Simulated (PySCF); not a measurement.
# A search over the determinants of CdTe⁺

Unrestricted PBE0; basis Cd def2-TZVPPD with ECP28, Te def2-TZVPPD with ECP28; scalar-relativistic core potentials; PySCF 2.14. Outer shells of the fragments: Cd+ 4d10 5s1; Te 4d10 5s2 5p4.

Followed along the bond (rough minima from three points):

```tsv
2Ms+1	unpaired	⟨S²⟩ at the start	R at minimum (Å)	Te (eV)
2	π ↑	0.77	2.65	0.00
4	σ ↑, π ↑↑	3.76	3.08	0.25
2	σ ↓, π ↑↑	1.76	3.04	0.48
2	σ ↑, π ↑↓	1.76	3.05	0.73
```

Solutions found at the starting distance of 2.820 Å, counted from the lowest of them; the search is not exhaustive and high or unbound solutions are not listed, so other states can lie among these:

```tsv
2Ms+1	unpaired	term	E (eV)	⟨S²⟩	⟨Lz²⟩	μ (D)
2	π ↑	²Π	0.00	0.77	1.01	-4.44
4	σ ↑, π ↑↑	⁴Σ⁻	0.24	3.76	0.00	0.00
2	σ ↓, π ↑↑	mixed	0.46	1.76	0.00	-0.26
2	σ ↑, π ↑↓	mixed	0.71	1.76	2.02	-0.15
2	σ ↑	mixed	1.81	0.75	2.01	-0.16
4	σ ↑↑, π ↑	⁴Π	2.02	3.76	1.01	-2.39
4	π ↑↑↑	⁴Π	4.13	3.76	1.00	0.33
2	π ↑	²Π	4.82	0.75	1.01	5.77
4	σ ↑, π ↑↑	mixed	5.86	3.76	2.01	-1.36
4	σ ↑, π ↑↑	mixed	6.01	3.76	2.01	-1.30
```

A term symbol is given only where ⟨S²⟩ and ⟨Lz²⟩ are close to those of a pure state; real π, δ and φ orbitals otherwise mix terms. A positive dipole points towards Te; it is taken about the centre of mass and depends on that origin.

Spin–orbit coupling is left out. Counting both spins, an empty level lies below a filled one in some of these solutions, because spin and occupation are held.
